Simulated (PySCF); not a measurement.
SMILES [NH2][Ge][I] (H2GeIN), PBE0/def2-SVP optimised geometry.

```
5

Ge    -0.73    -1.24     0.00
I      1.87    -1.24     0.00
N     -0.94     0.55     0.00
H     -0.20     1.24     0.00
H     -1.87     0.98     0.00
```

Density from PBE0/def2-TZVP, def2 effective core potentials past Kr (PySCF) at that geometry. The core electrons that the potentials of I replace are not part of the density.

Minimum of the electron density along straight lines between bonded atoms, close to the bond critical point (lines longer than 1.1 times the sum of covalent radii, or with two minima, are not listed):

```json
[
 {"bond": "Ge1–I2", "length / Å": "2.595", "ρ at the minimum / e bohr⁻³": "[?]", "∇²ρ there / e bohr⁻⁵": "[?]", "position (fraction from the first atom)": "0.43"},
 {"bond": "Ge1–N3", "length / Å": "1.812", "ρ at the minimum / e bohr⁻³": "[?]", "∇²ρ there / e bohr⁻⁵": "0.53", "position (fraction from the first atom)": "0.47"},
 {"bond": "N3–H4", "length / Å": "1.016", "ρ at the minimum / e bohr⁻³": "0.331", "∇²ρ there / e bohr⁻⁵": "-1.67", "position (fraction from the first atom)": "0.74"},
 {"bond": "N3–H5", "length / Å": "1.016", "ρ at the minimum / e bohr⁻³": "0.331", "∇²ρ there / e bohr⁻⁵": "-1.63", "position (fraction from the first atom)": "0.74"}
]
```

**Question.** Complete the blanks.

**Answer.** 
- Ge1–I2, ρ at the minimum / e bohr⁻³: 0.070
- Ge1–I2, ∇²ρ there / e bohr⁻⁵: 0.00
- Ge1–N3, ρ at the minimum / e bohr⁻³: 0.142
